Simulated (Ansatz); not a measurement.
Cartesian coordinates in Å:
```
F 0.6250 -2.2069 -0.6453
C -0.4793 -1.4589 -0.2926
C -0.1183 -0.0608 -0.0004
C -0.7357 1.0661 0.3539
Si 1.0427 1.3159 0.1862
H -1.1943 -1.5055 -1.1213
H -0.9343 -1.9275 0.5870
H -1.7582 1.3603 0.5576
H 1.6242 1.9961 -0.9949
H 1.9282 1.4212 1.3697
```

Total charge 0; spin multiplicity 1.

List the CAM-B3LYP/def2-TZVPP orbital energies in eV (Ansatz). (Estimate.)

Ansatz gave: Occupied: -1801.10, -673.16, -281.19, -279.33, -279.11, -145.66, -101.00, -100.98, -100.95, -34.76, -24.59, -21.64, -17.00, -16.45, -15.60, -15.53, -14.83, -12.16, -12.14, -11.48, -10.82, -9.28, -8.93. Lowest empty: 0.80, 1.00, 2.04, 2.24, 2.81, 3.25, 4.01, 4.06.
